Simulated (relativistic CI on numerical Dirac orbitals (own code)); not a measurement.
**d8 in a ligand field**

Computed with a parametric ligand-field model of a d^n configuration (Racah B and C, spin-orbit zeta, crystal field), exact diagonalisation.

Field parameters in Wybourne normalisation: Td as Oh with Dq negative (B⁴₀ = 21Dq, B⁴₄ = √(5/14) B⁴₀). The field is a parameter set, without covalency.

B = 410 cm⁻¹, C = 2030 cm⁻¹ (C/B = 4.95), Td, no spin-orbit coupling. Tanabe-Sugano data, E/B above the lowest term (Δ = |10Dq|; b, c mark the second and third term of a kind):

```tsv
Δ/B	3T1	3T2	3A2	1T2	3T1(b)	1E
1.0	0.00	0.81	1.81	15.25	15.62	15.71
1.9	0.00	1.56	3.46	15.52	16.21	16.22
2.8	0.00	2.32	5.12	15.74	16.83	16.56
3.7	0.00	3.09	6.80	15.92	17.48	16.77
4.6	0.00	3.88	8.49	16.07	18.14	16.90
5.5	0.00	4.67	10.18	16.18	18.83	16.98
6.4	0.00	5.45	11.84	16.27	19.52	17.02
7.3	0.00	6.26	13.56	16.34	20.23	17.04
8.2	0.00	7.08	15.28	16.39	20.97	17.05
9.1	0.00	7.91	17.00	16.43	21.71	17.04
10.0	0.00	8.74	18.74	16.46	22.47	17.03
10.9	0.00	9.57	20.47	16.48	23.24	17.01
11.8	0.00	10.41	22.22	16.49	24.02	16.99
12.7	0.00	11.26	23.96	16.50	24.80	16.97
13.6	0.00	12.10	25.71	16.51	25.60	16.95
14.5	0.00	12.93	27.42	16.51	26.38	16.92
15.4	0.00	13.79	29.18	16.51	27.18	16.90
16.3	0.00	14.64	30.94	16.51	27.99	16.88
17.2	0.00	15.50	32.70	16.50	28.81	16.86
18.1	0.00	16.37	34.46	16.50	29.64	16.83
19.0	0.00	17.23	36.23	16.49	30.46	16.81
19.9	0.00	18.10	38.00	16.48	31.29	16.79
20.8	0.00	18.97	39.77	16.48	32.13	16.77
21.7	0.00	19.84	41.55	16.47	32.97	16.75
```

The ground term stays 3T1.
